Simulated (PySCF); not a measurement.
These are B3LYP-D3(BJ)/def2-TZVP // PBE-D3(BJ)/def2-SVP in PySCF values and carry that method's errors. Isolated molecules, 0 K electronic values unless said otherwise. One relaxed conformer stands for a flexible species; it need not be the lowest. B3LYP has the VWN-RPA correlation part, as in Gaussian. 

Reference species: [Cd(NH2)2] (neutral, multiplicity 1).

```json
{
 "coordination_number": "2",
 "HOMO–LUMO gap": "5.45 eV",
 "mean_distance_from_the_central_atom_to_its_bonded_neighbours": "2.021 Å",
 "HOMO": "-6.48 eV"
}
```

Changed species: [Cd(NH2)(Br)] (1 of 2 NH2 replaced by Br; the reference has 0 of 2 NH2 replaced by Br).

Question: What does the change do to the coordination number, HOMO–LUMO gap, mean distance from the central atom to its bonded neighbours and HOMO?

Answer: the coordination number hardly moves; the HOMO–LUMO gap drops by 0.11 eV, to 5.34 eV; the mean distance from the central atom to its bonded neighbours increases by 0.210 Å, to 2.231 Å; the HOMO falls by 0.74 eV, to -7.22 eV.
